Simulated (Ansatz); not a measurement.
Steps of a relaxation of CH$_{5}$BrOSn (`[CH3][SnH]([OH])[Br]`) with RKS PBE0-D4/def2-TZVP.

```sh
$ ansatz run in.yaml --threads 4 --pin off --events-out ev --progress --plain --max-ram 10444MiB
```

```yaml
crystal:
  periodic: [false, false, false]
  atoms:
    - {symbol: C, position_ang: [0.339914, 1.187283, -0.716366]}
    - {symbol: Sn, position_ang: [-0.043030, -0.831340, -0.049820]}
    - {symbol: O, position_ang: [0.468015, -1.105335, 1.872416]}
    - {symbol: Br, position_ang: [-2.544204, -1.175847, -0.252499]}
    - {symbol: H, position_ang: [0.013802, 1.282834, -1.769238]}
    - {symbol: H, position_ang: [-0.237356, 1.887285, -0.084043]}
    - {symbol: H, position_ang: [1.421764, 1.404233, -0.631141]}
    - {symbol: H, position_ang: [0.764876, -2.127419, -0.848475]}
    - {symbol: H, position_ang: [-0.095282, -0.567994, 2.462166]}
basis:
  gaussian: {orbitals: def2-TZVP}
hamiltonian: {xc: pbe0, dispersion: d4}
relax: {f_tol: 0.005, max_steps: 150}
```

Positions (Å) and forces (eV/Å) along the path, 15 of 37 steps:

```xyz
9
step=1 energy=-79035.1904 eV
C     0.340    1.187   -0.716   -0.006    0.066    0.028
Sn   -0.043   -0.831   -0.050    0.078   -0.058    0.456
O     0.468   -1.105    1.872   -0.743    0.622   -0.438
Br   -2.544   -1.176   -0.252    0.494    0.068    0.075
H     0.014    1.283   -1.769    0.162   -0.053    0.528
H    -0.237    1.887   -0.084    0.289   -0.344   -0.322
H     1.422    1.404   -0.631   -0.540   -0.114   -0.040
H     0.765   -2.127   -0.848   -0.181    0.250    0.139
H    -0.095   -0.568    2.462    0.447   -0.437   -0.426
9
step=2 energy=-79035.2512 eV
C     0.337    1.162   -0.697    0.074    0.153   -0.101
Sn   -0.023   -0.823   -0.064    0.169    0.054    0.220
O     0.451   -1.056    1.826   -0.200    0.195    0.130
Br   -2.457   -1.158   -0.205   -0.376   -0.054   -0.021
H     0.008    1.255   -1.737    0.071    0.060    0.131
H    -0.232    1.854   -0.070    0.081   -0.102   -0.084
H     1.407    1.378   -0.620   -0.151    0.025   -0.033
H     0.738   -2.098   -0.858    0.130   -0.153   -0.104
H    -0.141   -0.561    2.408    0.203   -0.178   -0.139
9
step=4 energy=-79035.2638 eV
C     0.341    1.168   -0.710    0.003   -0.003   -0.018
Sn   -0.026   -0.820   -0.058   -0.012   -0.002    0.012
O     0.463   -1.034    1.828   -0.055    0.045    0.008
Br   -2.490   -1.166   -0.187    0.015   -0.003    0.003
H     0.022    1.277   -1.747    0.003   -0.007   -0.002
H    -0.223    1.860   -0.086   -0.002   -0.020    0.014
H     1.406    1.385   -0.628    0.012    0.009    0.003
H     0.755   -2.104   -0.854   -0.010    0.018    0.007
H    -0.160   -0.611    2.426    0.045   -0.038   -0.027
9
step=5 energy=-79035.2643 eV
C     0.344    1.171   -0.717    0.014    0.014   -0.009
Sn   -0.030   -0.813   -0.059    0.047   -0.018    0.009
O     0.476   -1.015    1.823   -0.025    0.017   -0.001
Br   -2.491   -1.167   -0.164   -0.014    0.001    0.001
H     0.040    1.276   -1.758   -0.008    0.004   -0.002
H    -0.230    1.860   -0.099   -0.004   -0.004   -0.005
H     1.408    1.393   -0.621   -0.009   -0.013    0.006
H     0.748   -2.101   -0.847   -0.007    0.006   -0.017
H    -0.177   -0.651    2.426    0.008   -0.007    0.017
9
step=8 energy=-79035.2646 eV rejected
C     0.349    1.176   -0.730    0.007    0.020   -0.009
Sn   -0.024   -0.801   -0.053    0.006   -0.015   -0.017
O     0.497   -0.972    1.827   -0.158    0.050    0.142
Br   -2.488   -1.154   -0.119    0.004   -0.001    0.005
H     0.068    1.267   -1.779    0.000    0.000    0.009
H    -0.245    1.866   -0.132    0.000   -0.003   -0.006
H     1.408    1.405   -0.611   -0.005   -0.004   -0.002
H     0.739   -2.093   -0.854   -0.005    0.003   -0.006
H    -0.215   -0.740    2.434    0.150   -0.051   -0.116
9
step=9 energy=-79035.2650 eV
C     0.348    1.174   -0.727    0.001    0.009   -0.003
Sn   -0.024   -0.804   -0.055    0.001   -0.006   -0.002
O     0.489   -0.985    1.827   -0.005    0.004    0.005
Br   -2.487   -1.158   -0.129    0.001    0.001    0.001
H     0.061    1.269   -1.774    0.001   -0.001    0.003
H    -0.241    1.865   -0.125    0.000   -0.001   -0.002
H     1.408    1.402   -0.613   -0.001   -0.002   -0.001
H     0.741   -2.094   -0.856    0.000    0.001   -0.002
H    -0.206   -0.715    2.434    0.003   -0.004    0.001
9
step=18 energy=-79035.2663 eV
C     0.357    1.186   -0.749    0.001   -0.003   -0.001
Sn   -0.021   -0.778   -0.042   -0.001    0.005    0.003
O     0.499   -0.889    1.845   -0.041    0.006    0.026
Br   -2.481   -1.154   -0.073    0.001   -0.001    0.003
H     0.080    1.261   -1.800    0.003    0.002   -0.002
H    -0.236    1.888   -0.164   -0.001   -0.006    0.002
H     1.417    1.412   -0.629    0.002    0.003   -0.004
H     0.729   -2.080   -0.843   -0.002    0.003    0.005
H    -0.257   -0.893    2.438    0.038   -0.009   -0.032
9
step=19 energy=-79035.2624 eV rejected
C     0.362    1.191   -0.760   -0.004    0.008   -0.008
Sn   -0.022   -0.765   -0.037    0.014    0.007   -0.001
O     0.497   -0.832    1.852   -0.598   -0.111    0.449
Br   -2.481   -1.149   -0.048    0.001   -0.005   -0.003
H     0.092    1.258   -1.814    0.005    0.003    0.007
H    -0.235    1.897   -0.183    0.001   -0.009   -0.004
H     1.420    1.420   -0.634    0.001   -0.003   -0.004
H     0.724   -2.077   -0.829   -0.014    0.002    0.000
H    -0.269   -0.990    2.435    0.594    0.107   -0.435
9
step=21 energy=-79035.2673 eV
C     0.361    1.191   -0.759    0.022    0.004   -0.014
Sn   -0.017   -0.765   -0.036   -0.031    0.020    0.020
O     0.493   -0.828    1.855   -0.231   -0.038    0.176
Br   -2.476   -1.147   -0.057   -0.012   -0.005    0.000
H     0.087    1.259   -1.811    0.000   -0.002    0.002
H    -0.234    1.895   -0.179    0.000   -0.005    0.003
H     1.420    1.421   -0.638   -0.002    0.006   -0.001
H     0.717   -2.082   -0.825    0.017   -0.015   -0.009
H    -0.263   -0.991    2.434    0.237    0.035   -0.177
9
step=25 energy=-79035.2735 eV rejected
C     0.366    1.200   -0.771   -0.030   -0.041   -0.008
Sn   -0.052   -0.733   -0.018    0.008    0.014   -0.008
O     0.432   -0.678    1.879    0.305    0.314   -0.321
Br   -2.509   -1.130   -0.103    0.011   -0.009    0.012
H     0.109    1.243   -1.830    0.008    0.032    0.014
H    -0.235    1.916   -0.212    0.017    0.010   -0.022
H     1.424    1.417   -0.636    0.013    0.021   -0.002
H     0.688   -2.079   -0.759   -0.011   -0.013    0.009
H    -0.134   -1.202    2.433   -0.321   -0.328    0.326
9
step=29 energy=-79035.2796 eV
C     0.368    1.203   -0.777   -0.015   -0.014   -0.004
Sn   -0.064   -0.722   -0.013    0.004    0.014   -0.014
O     0.391   -0.630    1.890   -0.054   -0.058    0.050
Br   -2.517   -1.136   -0.120    0.003    0.000    0.001
H     0.109    1.251   -1.834    0.002    0.007    0.008
H    -0.222    1.929   -0.219    0.008    0.004   -0.009
H     1.429    1.414   -0.646    0.002    0.003    0.002
H     0.676   -2.084   -0.726   -0.003   -0.003    0.009
H    -0.082   -1.272    2.428    0.052    0.047   -0.042
9
step=30 energy=-79035.2807 eV
C     0.367    1.204   -0.778    0.003   -0.002    0.005
Sn   -0.073   -0.716   -0.010   -0.005    0.002    0.003
O     0.366   -0.609    1.896   -0.002    0.004    0.002
Br   -2.525   -1.129   -0.142    0.001    0.001   -0.002
H     0.110    1.251   -1.836   -0.001    0.002   -0.003
H    -0.221    1.934   -0.224    0.001    0.001   -0.003
H     1.429    1.413   -0.646   -0.003   -0.002   -0.001
H     0.669   -2.089   -0.701    0.002   -0.002   -0.001
H    -0.032   -1.306    2.423    0.004   -0.005    0.001
9
step=32 energy=-79035.2805 eV rejected
C     0.366    1.205   -0.779    0.005    0.008    0.003
Sn   -0.083   -0.711   -0.006    0.000   -0.012    0.004
O     0.342   -0.591    1.902   -0.067   -0.162    0.113
Br   -2.533   -1.123   -0.164    0.003    0.003   -0.002
H     0.111    1.249   -1.836   -0.002    0.003   -0.006
H    -0.220    1.940   -0.228   -0.002    0.001   -0.001
H     1.429    1.410   -0.646   -0.005   -0.007    0.000
H     0.663   -2.090   -0.681   -0.001    0.005    0.002
H     0.013   -1.335    2.421    0.069    0.161   -0.112
9
step=36 energy=-79035.2802 eV rejected
C     0.364    1.205   -0.781    0.022   -0.008    0.060
Sn   -0.081   -0.714   -0.003   -0.022    0.015   -0.091
O     0.344   -0.594    1.903    0.034    0.047    0.004
Br   -2.530   -1.128   -0.166   -0.017   -0.005    0.005
H     0.106    1.260   -1.837    0.008   -0.044   -0.023
H    -0.217    1.942   -0.228    0.020   -0.013    0.021
H     1.429    1.397   -0.645   -0.025    0.033   -0.018
H     0.665   -2.090   -0.686    0.001    0.017    0.019
H     0.009   -1.326    2.425   -0.020   -0.042    0.023
9
step=37 energy=-79035.2809 eV
C     0.366    1.205   -0.779    0.000   -0.001    0.000
Sn   -0.081   -0.712   -0.005    0.000    0.001    0.000
O     0.346   -0.596    1.902   -0.001    0.000    0.000
Br   -2.531   -1.124   -0.164    0.001    0.000    0.000
H     0.106    1.250   -1.835    0.000    0.000    0.000
H    -0.217    1.939   -0.225    0.000    0.000    0.000
H     1.429    1.408   -0.650    0.000    0.000    0.000
H     0.667   -2.089   -0.683    0.000    0.000    0.000
H     0.005   -1.328    2.422    0.000    0.000    0.000
```

Hardware: 4 threads of an Intel Xeon Platinum 8488C on a shared host. Wall time 100 s, peak host memory 0.58 GiB.
